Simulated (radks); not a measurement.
The tin anion Sn4-, [Xe], held by a Watson sphere: a shell of charge +4 at radius R that stands for the Madelung well of a crystal (potential energy -4/R inside, -4/r outside, in hartree with lengths in bohr). All-electron calculation, scalar-relativistic Kohn-Sham, LB94 model potential, spin-polarised, spherical densities, finite nucleus; Fermi nuclear charge, rms radius of each element as measured or else 0.836 A^(1/3) + 0.57 fm. Program: a radial shooting solver on a logarithmic mesh with Libxc functionals. Response by self-consistent Sternheimer equations with the Hartree and adiabatic LDA kernel, the relativistic mass of each level held fixed and spin-orbit coupling left out. The sphere does not respond.

R (bohr)  e(4d) (eV)  e(5s) (eV)  e(5p) (eV)  <r> 5p (bohr)  sum of <r^2> (bohr^2)  X-ray form factor at sin(theta)/lambda = 0.2 1/angstrom  alpha (bohr^3)
3.62         -29.606     -14.335      -8.144          3.445                  119.9                                                   40.133           119.0
3.65         -29.555     -14.258      -8.081          3.461                  120.8                                                   40.135           121.6
4.9          -28.025     -11.950      -5.955          4.118                  158.3                                                   40.278           288.6
5.51         -27.536     -11.290      -5.210          4.430                  179.2                                                   40.327           424.3
